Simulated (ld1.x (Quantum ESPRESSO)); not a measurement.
# beryllium (Be): excitation energies, all-electron against PAW

ld1.x (Quantum ESPRESSO) 7.5 input, shortened:

```
&input
   title='Be', zed=4., rel=0, dft='REVPBE', iswitch=3,
   config='[He] 2s1 2p0 3d-2'
 /
 &inputp
   pseudotype=3, lpaw=.true., tm=.true., lloc=-1, rcloc=3.25,
   nlcc=.true., new_core_ps=.true.,
   which_augfun='BESSEL', rmatch_augfun=1.10
 /
6
2S  1  0   1.00   0.00  1.15  1.55  0.0
2S  1  0   0.00  -0.70  1.15  1.55  0.0
2P  2  1   0.00   0.00  3.05  3.95  0.0
2P  2  1   0.00   1.55  3.05  3.95  0.0
3D  3  2  -2.00   0.05  3.05  3.25  0.0
3D  3  2  -2.00   0.50  3.05  3.25  0.0
 &test
   configts(1)='2s1 2p0'
 /
```

Energies are relative to the spin-unpolarised reference configuration 2s1 2p0; without spin polarisation the order of configurations can differ from experiment.

Give the all-electron excitation energy and the error of the potential for: 2s2 2p0; 2s1.5 2p0; 2s1 2p1; 2s0 2p2; 2s0 2p1.

```csv
valence configuration,charge,ΔE all-electron (eV),error AE − PS (meV)
2s2 2p0,0,-9.556,-0.8
2s1.5 2p0,+0.5,-5.793,-0.4
2s1 2p1,0,-5.912,-11
2s0 2p2,0,-2.244,-29
2s0 2p1,+1,3.948,+0.4
```
